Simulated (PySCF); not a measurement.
Gas-phase reaction: Ti(OH)4 + 3 TiCl4 ⇌ 4 TiCl3OH

Energies from PySCF, thermal terms from the rigid-rotor harmonic-oscillator model, ideal gas at 1 bar. † marks an energy on the PBE0/def2-TZVP geometry and frequencies; other levels use their own. MP2 freezes the core. 6-31G* has spherical d functions here. All species are closed-shell singlets. B3LYP is the form with VWN-RPA correlation. Ti(OH)4, TiCl3OH: computed as isolated molecules; such fragments, hydroxides, amides, oligomers or adducts are transient or little studied in the gas. MP2 isn't extrapolated to the basis-set limit; its ΔH°(298 K) is -48.6 kJ in def2-SVP and -24.9 kJ in def2-TZVPP. The harmonic model lacks anharmonicity and excited electronic states, which grow with temperature; levels with a mode under 35 cm⁻¹ are left out. Soft modes under 120 cm⁻¹ make the harmonic entropy rough for TiCl4, TiCl3OH. Warning, point group unlike the PBE0 one: TiCl3OH (HF/6-31G*).

ΔH° and ΔS° at 298 K: B3LYP/6-31G* -64 kJ, 111 J/K; B3LYP/def2-TZVP† -42 kJ, 116 J/K; HF/6-31G* -94 kJ, 132 J/K; M06-2X/def2-TZVP† -48 kJ, 116 J/K; MP2/def2-TZVPP† -25 kJ, 116 J/K.

**Question.** With the heat capacities included, give log10 K (1 bar) at 500, 1000, 1200, 1800, 2000 K from B3LYP/6-31G*, B3LYP/def2-TZVP†, HF/6-31G*, M06-2X/def2-TZVP†, MP2/def2-TZVPP†.

**Answer.** 
```tsv
T (K)	B3LYP/6-31G*	B3LYP/def2-TZVP†	HF/6-31G*	M06-2X/def2-TZVP†	MP2/def2-TZVPP†
500	12.5	10.5	16.8	11.1	8.7
1000	9.2	8.4	11.9	8.7	7.5
1200	8.7	8.0	11.1	8.3	7.3
1800	7.8	7.4	9.8	7.6	7.0
2000	7.6	7.3	9.5	7.5	6.9
```
